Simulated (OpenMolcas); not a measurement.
# Ta3+: ligand-field states by method

Ta3+ with its 6 nearest chloride ions at 2.529 Å, on the Y site of Cs2NaYCl6 (a = 10.7396 Å, distance in the model lattice 2.619 Å). The rest of the host is ab initio model potentials to 7.6 Å, with orthogonalisation functions on the cations behind the ligands, and point charges beyond; the distance is set by hand and nothing relaxes. Ligand basis ANO-RCC-VDZP.
```
Ta    0.0000    0.0000    0.0000
Cl    2.5290    0.0000    0.0000
Cl    0.0000    2.5290    0.0000
Cl   -2.5290    0.0000    0.0000
Cl    0.0000   -2.5290    0.0000
Cl    0.0000    0.0000    2.5290
Cl    0.0000    0.0000   -2.5290
```

* Program: OpenMolcas
* Basis: ANO-RCC-VDZP [7s6p4d2f1g]
* Scalar Hamiltonian: DKH2, point nucleus
* Active space: 2 electrons in 5 orbitals (5d)
* State averaging: 2S+1 = 3 even, 10 roots; 2S+1 = 1 even, 15 roots
* Spin-orbit coupling: RASSI with atomic mean-field integrals over the reference wave functions

I. CASSCF
II. SS-CASPT2, IPEA 0.25 Eh, imaginary shift 0.1 Eh (the lowest 29 gerade and 27 ungerade orbitals frozen, chosen by energy and not by shell, so the metal 5p can be frozen and 4f correlated)

Spin-free states (labels of O, the rotations of Oh) in cm-1, each column counted from its own energy of the first state listed:

```
State  Degeneracy      I     II
  3T1           3      0      0
  1T2           3   8483   7050
   1E           2   8556   7420
  1A1           1  19207  16520
  3T2           3  19850  19790
  3T1           3  27147  25840
  1T2           3  28802  27200
  1T1           3  30927  29370
  3A2           1  40928  40890
   1E           2  49940  47880
  1A1           1  60232  56270
```

From I to II, I's first state of the same spin (3T2) moves from 19850 to 19790 cm-1, by about -60 cm-1.

From I to II, I's first state of another spin (1T2) moves from 8483 to 7050 cm-1, by about -1400 cm-1.

I: A least-squares ligand-field fit to the states below 45000 cm-1, each weighted by its degeneracy and with a free common offset, gives 10Dq = 20841 cm-1, B = 573 cm-1 and C = 2261 cm-1 (C/B = 3.95), with an rms deviation of 190 cm-1. The same method and metal basis give the free ion B = 691 cm-1 (fit to its terms below 60000 cm-1, rms deviation 26 cm-1), so the nephelauxetic ratio is β = 573 / 691 = 0.83; it hangs on how both fits weigh the states, and computed free-ion B values tend to be too large, so β mixes covalency with correlation.

II: A least-squares ligand-field fit to the states below 45000 cm-1, each weighted by its degeneracy and with a free common offset, gives 10Dq = 20720 cm-1, B = 481 cm-1 and C = 1950 cm-1 (C/B = 4.06), with an rms deviation of 218 cm-1. 

From I to II, 10Dq changes by -1 %, B by -16 % and C by -14 %.

χT at 300 K: I 0.15, II 0.15 cm3 K/mol.

The states above are spin-free; spin-orbit coupling is strong here and shifts and splits them by thousands of cm-1.

Roots that are degenerate in the reference are averaged as groups; the widest CASPT2 spread within a group is 230 cm-1 (the 3-fold group of multiplicity 1 near 29400 cm-1 above the lowest state of its run, II). Shifts and gaps below about the spread of the groups concerned are not significant. Over all roots computed the reference weight is 0.68 in II; a low but even weight reflects the number of correlated electrons. An orbital triplet at a regular site is open to Jahn-Teller coupling, which can distort the site and quench the lowest spin-orbit gaps and is left out. The least metal-like active orbital is 76 % on the metal (Löwdin) and no ligand orbital is active, so the numbers are rough. Ligand-to-metal charge-transfer states are missing. With no ligand orbital active B as a rule stays too high, so bands that hang on it stand too high and its fall with covalency is understated. Without dynamic correlation the repulsion within the d shell is too large (B by tens of per cent), so at a given field states of lower spin stand too high (holds for I). With metal d orbitals alone the field can be off either way by tens of per cent (holds for I). With one d shell and no ligand orbital active, 10Dq can be off by a tenth or more (holds for II). No measured value stands beside these numbers; the geometry was set by hand and not optimised.
